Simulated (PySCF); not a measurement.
# How the method changes the shape and vibrations of AlBH2NO cation

All numbers below are calculated, not measured. They come from PySCF 2.14.0, an open-source quantum chemistry program, on an isolated molecule that a program drew, which may never have been made. The molecule is AlBH2NO cation (charge +1, singlet), drawn as the SMILES string `[NH2][Al+][B]=O`.

The geometry was optimised and harmonic frequencies were computed with HF and MP2, all in the cc-pV(D+d)Z basis, for the commonest isotopes, with a restricted reference for singlets and an unrestricted one otherwise, and a frozen core in MP2. Each result is a local minimum of its method.

Geometry at the HF minimum:
```xyz
6
AlBH2NO cation, angstrom
N    -0.6825   -0.4983   -1.7737
Al    0.0202   -1.3197   -0.4570
B     0.8765   -2.3217    1.1481
O     1.3590   -2.8883    2.0558
H    -0.6302    0.4956   -1.9365
H    -1.2158   -0.9299   -2.5130
```

Lengths of the bonds as drawn, in Å (atoms numbered as above):
```
bond,HF,MP2
N1-Al2,1.704,1.723
Al2-B3,2.077,2.055
B3-O4,1.174,1.217
N1-H5,1.009,1.023
N1-H6,1.009,1.023
```

Rotational constants, in GHz:
```
constant     HF    MP2
       A  370.5  357.4
       B  2.133  2.109
       C  2.121  2.096
```

Harmonic frequencies in cm^-1, each column in rising order, so a row needn't be the same motion in every method:
```
rank    HF   MP2
   1   115   107
   2   122   108
   3   293   266
   4   301   267
   5   452   445
   6   551   464
   7   703   651
   8   997   953
   9  1644     ?
  10  2212  1906
  11  3721  3548
  12  3798  3640
```

**Estimate the missing MP2 frequency from the HF column.**

A single factor s that minimises the squared misfit of MP2 against s times HF over the other rows is sum(HF x MP2) / sum(HF^2) = 0.9414, with an rms misfit of 61 cm^-1. For rank 9 it gives 0.9414 x 1644 = 1548 cm^-1. The calculation gives 1516 cm^-1, 32 cm^-1 below the estimate. The drawn bonds are on average 1.3 % longer in MP2 than in HF.
